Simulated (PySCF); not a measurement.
Species: C5H3ClOS.
Atom-mapped SMILES: `[O:1]=[C:2]([Cl:3])[c:4]1[cH:5][cH:6][s:7][cH:8]1` (hydrogens: H9 on C5; H10 on C6; H11 on C8)

Computed by this run: PBE0-D3(BJ)/def2-SVP geometry optimisation, gas phase in PySCF 2.14.0; density fitting, grid level 1; the optimiser is geomeTRIC in internal coordinates, started from a GFN2-xTB structure.

Step 0: E = -30610.2226 eV
```
atom  x, y, z in Å  |  force x, y, z in eV/Å
O1     -3.0964   -1.8637   -0.0866    0.287  -0.043   0.061
C2     -2.7172   -0.7703   -0.3598   -0.732  -0.156  -0.050
Cl3    -3.9018    0.4574   -0.8715   -0.256   0.221  -0.101
C4     -1.3581   -0.2713   -0.3342    0.527  -0.099   0.097
C5     -0.2679   -1.1084    0.0528   -0.369   0.085  -0.071
C6      0.9175   -0.4617    0.0126    0.139   0.530  -0.140
S7      0.7420    1.1784   -0.4954   -0.057  -0.138   0.030
C8     -0.9414    0.9966   -0.6568    0.322  -0.001   0.040
H9     -0.4022   -2.1347    0.3398   -0.040  -0.585   0.167
H10     1.8931   -0.8372    0.2482    0.601  -0.281   0.160
H11    -1.5468    1.8202   -0.9785   -0.423   0.467  -0.192
```

Step 1: E = -30610.2607 eV
```
atom  x, y, z in Å  |  force x, y, z in eV/Å
O1     -3.0706   -1.8586   -0.0579   -0.082   0.061  -0.044
C2     -2.7349   -0.7603   -0.3623    0.103  -0.068   0.062
Cl3    -3.9449    0.4480   -0.8980    0.046  -0.037   0.013
C4     -1.3523   -0.2636   -0.3380   -0.116   0.043  -0.038
C5     -0.2693   -1.1128    0.0480    0.027  -0.086   0.037
C6      0.9299   -0.4630    0.0142    0.038  -0.033   0.004
S7      0.7485    1.1748   -0.4877    0.022   0.048  -0.005
C8     -0.9376    1.0116   -0.6572   -0.018   0.030  -0.017
H9     -0.4027   -2.1577    0.3323   -0.005   0.044  -0.003
H10     1.9176   -0.8568    0.2567   -0.043   0.024  -0.017
H11    -1.5631    1.8436   -0.9794    0.029  -0.026   0.010
```

**Question.** Estimate the geometry and energy of step 2. (The exact step hangs on the optimiser's Hessian estimate; all steps are aligned on step 1, rigid shifts and turns removed.)

**Answer.** E = -30610.2610 eV, largest force 0.098 eV/Å
```
atom  x, y, z in Å  |  force x, y, z in eV/Å
O1     -3.0912   -1.8552   -0.0672    0.088  -0.023   0.037
C2     -2.7342   -0.7609   -0.3598   -0.051  -0.042  -0.033
Cl3    -3.9371    0.4488   -0.9007    0.011   0.074  -0.011
C4     -1.3517   -0.2675   -0.3343   -0.034   0.020   0.013
C5     -0.2660   -1.1150    0.0524    0.016   0.030  -0.019
C6      0.9310   -0.4606    0.0108    0.031  -0.044   0.029
S7      0.7484    1.1785   -0.4884   -0.031  -0.039  -0.007
C8     -0.9374    1.0081   -0.6547   -0.035   0.026  -0.012
H9     -0.3969   -2.1581    0.3400    0.000   0.000   0.002
H10     1.9195   -0.8511    0.2487    0.004  -0.002   0.002
H11    -1.5637    1.8382   -0.9763   -0.001   0.001  -0.001
```

The energy changes by -0.0003 eV. The first-order estimate −F·Δx gives -0.0032 eV and the mean of the old and new forces, exact on a quadratic surface, -0.0002 eV. The step makes an angle of 68° with the force vector and moves no atom by more than 0.023 Å.

The cost below is that of the whole optimisation. Time: 54 s of wall time; peak memory 0.53 GiB. Hardware: Intel Xeon Platinum 8259CL at 2.50 GHz, one thread, on a shared host.
